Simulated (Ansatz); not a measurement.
One change: `[F][In]([F])[SeH]` becomes `O[CH2][In]([F])[F]`.

Ansatz, PBE0-D4/def2-TZVP geometries, multiplicity 1. Each molecule was computed in one conformer, which needn't be the lowest.

Elements past krypton have def2 core potentials. Scalar relativity is left out up to krypton. Spin–orbit coupling is left out; it splits and shifts lone-pair levels of the heavy atoms by tenths of an eV.

| property | `[F][In]([F])[SeH]` |
| --- | --- |
| size of the dipole moment (B3LYP/def2-TZVPP) / D | 3.24 |
| HOMO energy (PBE/def2-TZVPP) / eV | -6.97 |
| LUMO energy (B3LYP/def2-TZVPP) / eV | -3.01 |
| HOMO–LUMO gap (ωB97M-V/def2-TZVPP) / eV | 9.55 |
| LUMO energy (PBE/def2-TZVPP) / eV | -3.54 |
| HOMO energy (PBE0/def2-TZVPP) / eV | -8.16 |

(1) Give the same properties after the change, and the shifts. (Estimate.)

Answers

(1) The calculation gave: 
| property | `O[CH2][In]([F])[F]` | shift |
| --- | --- | --- |
| size of the dipole moment (B3LYP/def2-TZVPP) / D | 3.85 | 0.61 |
| HOMO energy (PBE/def2-TZVPP) / eV | -6.63 | 0.34 |
| LUMO energy (B3LYP/def2-TZVPP) / eV | -2.44 | 0.57 |
| HOMO–LUMO gap (ωB97M-V/def2-TZVPP) / eV | 9.83 | 0.28 |
| LUMO energy (PBE/def2-TZVPP) / eV | -2.92 | 0.62 |
| HOMO energy (PBE0/def2-TZVPP) / eV | -7.94 | 0.22 |

With PBE0 the HOMO rises by 0.22 eV and the LUMO rises by 0.59 eV, so the gap widens by about 0.37 eV. PBE moves the HOMO by 0.34 eV and ωB97M-V by 0.19 eV. The zero-point energy changes by 88.6 kJ/mol with +9 modes. Dipoles are sizes alone; their direction can turn.

B3LYP here is the variant with VWN-RPA as its local correlation; programs differ in this.
